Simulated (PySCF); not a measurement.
Vertical excitations of a molecule C4H4Cl2 from PySCF 2.14.0 with TDA-LC-ωPBE/def2-SVPD, as energy in eV (oscillator strength): 5.87 (1.028), 6.37 (0.000), 6.76 (0.000), 7.37 (0.000), 7.53 (0.001), 7.60 (0.029), 7.80 (0.028), 7.88 (0.007), 8.01 (0.007), 8.02 (0.001). Lowest triplet (TDA): 2.81 eV. Geometry: B3LYP-D3(BJ)/def2-SVP. One conformer was computed; it need not be the lowest.

Task: Which structure fits?
(A) CC=C=C(Cl)Cl
(B) ClC1=C(Cl)CC1
(C) C=CC=C(Cl)Cl
(D) ClC=C=CCCl

Result: C, C=CC=C(Cl)Cl
